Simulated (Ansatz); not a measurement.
Input for Ansatz (an electronic-structure program): R-B2PLYP/def2-TZVPP on F3Re (SMILES [F][Re]([F])[F]), 2S+1 = 1, a spin state set in the input, which need not be the lowest. Elements past Kr take the def2 small-core potentials; no spin–orbit coupling.

Ansatz 0.2 input:
```yaml
crystal:
  periodic: [false, false, false]
  atoms:
    - {symbol: Re, position_ang: [0.13313078, -0.05078270, 0.05492800]}
    - {symbol: F, position_ang: [-1.56807579, -0.70340922, -0.14017062]}
    - {symbol: F, position_ang: [-0.25909366, 1.55927096, -0.72737454]}
    - {symbol: F, position_ang: [1.63605095, -0.73801376, 0.75657300]}
basis:
  gaussian:
    orbitals: def2-TZVPP
hamiltonian:
  xc: {name: B2PLYP}
magnetization: {spin_polarized: false}
correlation: {electrons: valence}
```

Program output:

```
WARN ansatz: RAYON_NUM_THREADS=4 ignored (pool sized by the plan → 4); use --threads N
Functional definition: B2PLYP
integrals: 0.15 GiB planned
1013 factors; integrals over basis functions are off by at most 6.7e-4 eV
mean field: 0.68 GiB planned
mean field evaluation 1: about -10262.2511 eV, gradient 5.4e1 eV
mean field evaluation 2: about -10262.4785 eV, gradient 5.4e1 eV
mean field evaluation 4: about -10266.8176 eV, gradient 4.1e0 eV
mean field evaluation 8: about -10266.8824 eV, gradient 9.2e-1 eV
mean field evaluation 16: about -10266.8864 eV, gradient 2.0e-2 eV
mean field evaluation 32: about -10266.8864 eV, gradient 6.8e-6 eV
mean field -10266.88641561 eV, -377.3011166282 hartree, gradient 6.8e-6 eV, S^2 0.000000; 2 other end points of the search recorded, 0 dependent functions left out; unrestricted orbitals would lower it
3 core orbitals not correlated
reference -10266.88655913 eV, -377.3011219025 hartree; 18, 18 occupied and 128, 128 virtual orbitals, 1013 factors
second order -40.31636541 eV of doubles, -0.00000000 eV of singles
Total energy: -10277.77197779 eV, -377.7011536599 hartree
```

Self-consistency was reached.

Cost: about 11 core-seconds (a rough figure).
